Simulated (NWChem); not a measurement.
System: CClF, singlet; SMILES F[C]Cl

```xyz
3

F     -0.2550     1.4527     0.0000
C      0.6746     0.5645     0.0000
Cl    -0.1181    -0.9884     0.0000
```
Atoms are numbered in this order, from 1.

Level: PBE0/def2-SVP (NWChem), optimised geometry, unscaled harmonic frequencies. Low-valent species are run as closed-shell singlets; no triplet was tried in these runs.

```tsv
frequency (cm⁻¹)	IR intensity (km/mol)
465	11.1
789	213.2
1265	270.4
```

- zero-point energy: 3.6 kcal/mol
- thermal correction to the enthalpy at 298.15 K (with zero-point energy): 6.2 kcal/mol
- heat capacity Cv: 8.1 cal/(mol K)
- entropy at 298.15 K and 1 atm (symmetry number 1): 61.7 cal/(mol K)
- dipole moment: 0.96 D

Rigid rotor and harmonic oscillator.
